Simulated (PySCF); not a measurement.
Input for PySCF: D3(BJ) and D4 dispersion corrections on BrGeH3O (SMILES [OH][GeH2][Br]), a point of a torsion scan.

```python
from pyscf import gto
from pyscf.dispersion import dftd3, dftd4

mol = gto.M(
    atom='''
    O     1.26771612    0.19469216   -0.44529484
    Ge   -0.34085065   -0.27848311   -0.03364824
    Br   -1.19519839    1.27786694    1.38977855
    H     1.81370063    0.69061893    0.16227865
    H    -0.33367016   -1.60166349    0.69298232
    H    -1.08767540   -0.26444646   -1.33294555
    ''',
    basis='def2-svp',
    charge=0, spin=0, verbose=0, max_memory=1800)
d3, d4 = {}, {}
for xc in ['hf', 'pbe', 'blyp', 'revpbe', 'tpss', 'r2scan', 'b3lyp', 'pbe0', 'bhlyp', 'camb3lyp', 'b2plyp']:
    d3[xc] = float(dftd3.DFTD3Dispersion(mol, xc=xc, version='d3bj', atm=False).get_dispersion()['energy'])
    print(f'D3(BJ) {xc:10s} {d3[xc]:14.8f} Eh')
for xc in ['hf', 'pbe', 'blyp', 'revpbe', 'tpss', 'r2scan', 'b3lyp', 'pbe0', 'bhlyp', 'camb3lyp', 'b2plyp']:
    d4[xc] = float(dftd4.DFTD4Dispersion(mol, xc={'camb3lyp': 'cam-b3lyp'}.get(xc, xc), atm=True).get_dispersion()['energy'])
    print(f'D4     {xc:10s} {d4[xc]:14.8f} Eh')
```

Program output:

```
D3(BJ) hf            -0.03476155 Eh
D3(BJ) pbe           -0.00414395 Eh
D3(BJ) blyp          -0.00954859 Eh
D3(BJ) revpbe        -0.00986876 Eh
D3(BJ) tpss          -0.00543553 Eh
D3(BJ) r2scan        -0.00111208 Eh
D3(BJ) b3lyp         -0.00797194 Eh
D3(BJ) pbe0          -0.00378689 Eh
D3(BJ) bhlyp         -0.00697035 Eh
D3(BJ) camb3lyp      -0.00377127 Eh
D3(BJ) b2plyp        -0.00410070 Eh
D4     hf            -0.01406961 Eh
D4     pbe           -0.00424558 Eh
D4     blyp          -0.00923327 Eh
D4     revpbe        -0.01136191 Eh
D4     tpss          -0.00570370 Eh
D4     r2scan        -0.00092592 Eh
D4     b3lyp         -0.00698138 Eh
D4     pbe0          -0.00358370 Eh
D4     bhlyp         -0.00602686 Eh
D4     camb3lyp      -0.00369485 Eh
D4     b2plyp        -0.00292665 Eh
```

The run finished.

Cost: around 0.010 core-seconds (rough).
